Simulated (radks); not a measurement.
Values are calculated unless marked as measured or tabulated.
Kinetic energies: the exact non-interacting value of the Kohn-Sham orbitals and orbital-free approximations, as 100 (|E| - |E exact|)/|E exact|, negative where the magnitude is too small. Species: C3+ [He] 2s1; Pb2+ [Hg]; Ca [Ar] 4s2. Level of theory: non-relativistic Kohn-Sham, exchange-only LDA, spin-polarised, spherical densities, point nucleus (a radial shooting solver on a logarithmic mesh with Libxc functionals). Every spin shell is full or empty, so the densities are truly spherical. Functionals are evaluated on that one density, not self-consistently.

| functional | C3+ | Pb2+ | Ca |
|---|---|---|---|
| exact (hartree) | 34.2011 | 19509.7 | 674.160 |
| Thomas-Fermi | -9.96 | -4.58 | -6.96 |
| von Weizsacker | -5.52 | -64.91 | -43.43 |
| TF + vW | +84.52 | +30.51 | +49.61 |
| TF + vW/9 | +0.54 | -0.68 | -0.67 |
| TF + vW/5 | +8.94 | +2.44 | +4.36 |
| LC94 | +0.35 | +0.02 | +0.06 |
| APBEK | +0.30 | +0.05 | +0.18 |
| revAPBEK | +1.13 | +0.18 | +0.49 |
| Perdew 92 | +0.56 | -0.67 | -0.66 |
| Thakkar | +0.56 | -0.79 | -0.23 |
| Pearson | -3.96 | -0.83 | -1.42 |
| LKT | +55.83 | +15.75 | +27.83 |
| PG1 | +48.50 | +12.28 | +22.34 |
| DePristo-Kress | -0.11 | -0.20 | -0.01 |
| Ernzerhof | +3.33 | -0.47 | -0.16 |
